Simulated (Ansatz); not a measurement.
## Which method gave which barrier?

Saddle point of ZnH3OF, singlet (ZnH₂O ([OH][ZnH]) + HF → ZnHOF ([OH][Zn][F]) + H₂; bonds formed: Zn1–F5, H2–H4; bonds broken: Zn1–H2, H4–F5), PBE0-D4/def2-TZVP structure:

Zn1  (0.026, -0.130, -0.083)
H2  (-0.313, 1.186, 1.044)
O3  (0.201, -1.860, -0.443)
H4  (-0.131, 1.634, 0.193)
F5  (0.161, 1.615, -1.014)
H6  (0.056, -2.445, 0.302)
(Å)

Program: Ansatz 0.2.0. Basis: def2-TZVPP, with def2-QZVPP for the basis limit. Cores are frozen in the correlated methods. The 3s and 3p shells of Cu and Zn are frozen; filled d shells are correlated. Extrapolation: Hartree–Fock as exp(−7.88 √X), correlation as X^−2.97. Four methods, as single points on the PBE0-D4 structures, gave these electronic barriers from the start structure: 42.4, 67.3, 80.1, 101.9 kJ/mol.

Question: The methods were, in alphabetical order, BHLYP-D4, HF, PBE0-D4, SPW92. Which gave which? (A judgement: the text doesn't fix the answer.)

Answer: Computed: SPW92 42.4; PBE0-D4 67.3; BHLYP-D4 80.1; HF 101.9 kJ/mol. For comparison, CCSD(T) at an estimated basis limit (MP2 extrapolated from triple and quadruple zeta, plus CCSD(T) − MP2 in triple zeta) gives 70.2 kJ/mol.

No T1 diagnostic of these runs exceeds 0.018.

Labels in which every atom is bracketed show which atoms are joined, not bond orders.

For scale, one of the runs: CCSD(T)/def2-TZVPP, 168 basis functions, launched by `ansatz run in.yaml --threads 4 --pin off --events-out ev --progress --plain --max-ram 9574MiB`. Hardware: 4 CPU threads of an Arm Neoverse V1, shared host. Wall time 31 s; peak host memory 1.4 GiB.
